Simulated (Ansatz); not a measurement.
`[SiH3][CH2][GeH2][PH2]`. Total charge 0; spin multiplicity 1. The structure was optimised at the PBE0-D4/def2-TZVP level. It is one conformer, not always the lowest.

```xyz
13

Si   -0.314   -1.251    1.774
C    -0.232   -0.708   -0.014
Ge    0.357    1.148   -0.247
P     0.470    1.817   -2.469
H    -1.265   -0.390    2.527
H    -0.766   -2.665    1.892
H     1.027   -1.132    2.406
H     0.458   -1.353   -0.566
H    -1.217   -0.810   -0.478
H     1.759    1.328    0.365
H    -0.619    2.097    0.476
H    -0.808    1.280   -2.786
H     1.151    0.639   -2.880
```

Task: What is the dipole moment at B3LYP/def2-TZVPP? (Estimate.)

Result: Computed: 1.09 D, with components (-0.33, -0.93, -0.45) D in this frame, pointing from negative to positive charge.

Task: And with PBE, r2SCAN, ωB97M-V? (An estimate is asked.)

Result: Computed: PBE 1.11 D, r2SCAN 1.16 D, ωB97M-V 1.05 D.

Task: Give the Mulliken charges with B3LYP, ωB97M-V, PBE in def2-TZVPP. (Best estimate.)

Result: Computed: 
```
atom  B3LYP  ωB97M-V    PBE
 Si1   0.27     0.18   0.19
  C2  -0.34    -0.44  -0.29
 Ge3   0.18     0.10   0.17
  P4  -0.17    -0.21  -0.21
  H5  -0.07    -0.03  -0.05
  H6  -0.07    -0.03  -0.06
  H7  -0.07    -0.03  -0.05
  H8   0.11     0.14   0.11
  H9   0.11     0.14   0.11
 H10  -0.01     0.02  -0.01
 H11  -0.01     0.02  -0.01
 H12   0.03     0.06   0.05
 H13   0.03     0.06   0.05
```

B3LYP here is the variant with VWN-RPA as its local correlation; programs differ in this.
